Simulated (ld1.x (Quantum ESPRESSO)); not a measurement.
# What one change does to a pseudopotential (Tl (Z = 81), TM)

* Element: thallium
* Generator: ld1.x (Quantum ESPRESSO) 7.5
* Type: norm-conserving Troullier–Martins (Kleinman–Bylander form)
* Functional: PBEsol
* Relativity: scalar-relativistic
* Frozen core: [Xe] 4f14 5d10
* Valence charge: 3
* Reference configuration: 6s2 6p1
* Partial waves: 6s (bound): rc 2.10 bohr; 6p (bound): rc 3.25 bohr; 6d channel at 0.35 Ry: rc 3.10 bohr
* Local potential: all-electron potential smoothed inside 1.85 bohr (lloc = -2)
* Core correction: Bessel-smoothed model core, default radius (core density twice the valence density)

Change: reference 6s1 6p0.

Cutoffs: the cutoffs (Ry, on a coarse ladder) from which the occupation-weighted sum of valence levels, in a spherical-Bessel basis at the reference potential, stays within 10 and 1 mRy of its value at 400 Ry; they do not see the model core or the augmentation charge, which bear on the density cutoff. Errors are all-electron minus pseudo energies relative to the spin-unpolarised reference configuration.

What does the change do?

The potential gets softer (18 Ry and 30 Ry → 10 Ry and 30 Ry); the range in which the s phases agree narrows (upper end 0.5 → -0.6); the range in which the p phases agree narrows (upper end 1.2 → 0.1); neither file shows a bound ghost.

| quantity | base | changed |
| --- | --- | --- |
| cutoff, loose | 18 Ry | 10 Ry |
| cutoff, tight | 30 Ry | 30 Ry |
| bound ghosts | none | none |
| largest error over its own tests, meV | -416 | -334 |
| s: phases at 3.53 bohr within 0.05 rad from the reference energy up to (Ry; the scan ends near 5) | 0.5 | -0.6 |
| p: phases at 3.53 bohr within 0.05 rad from the reference energy up to (Ry; the scan ends near 5) | 1.2 | 0.1 |
| d: phases at 3.53 bohr within 0.05 rad from the reference energy up to (Ry; the scan ends near 5) | 0.6 | 1.4 |
